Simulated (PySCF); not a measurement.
Computed IR spectrum (relative IR intensity) of a molecule C5H7Cl. Coordinates come from a B3LYP-D3(BJ)/def2-SVP optimisation. The values are those of a single conformer. All values below come from B3LYP-D3(BJ)/def2-SVP run with PySCF. Frequencies are harmonic and unscaled.

```
ν (cm⁻¹)  relative intensity
--------  ------------------
102                      2.1
211                      2.3
244                      3.1
291                      4.9
495                       10
533                      8.0
697                       50
708                       50
752                       62
941                       12
1061                     2.9
1089                     2.6
1131                     3.0
1215                     7.7
1263                      24
1337                     5.9
1392                     7.7
1456                     3.5
1471                      14
1474                     3.0
2225                     2.4
3032                     5.4
3044                      22
3088                      15
3130                      21
3146                      11
3160                     7.1
3471                     100
```

Task: Identify the compound among the candidates.
A. C#C[C@@H](C)CCl
B. ClC[C@@H]1C=CC1
C. CCC=C=CCl
D. C=C(Cl)/C=C/C

Result: A, C#C[C@@H](C)CCl
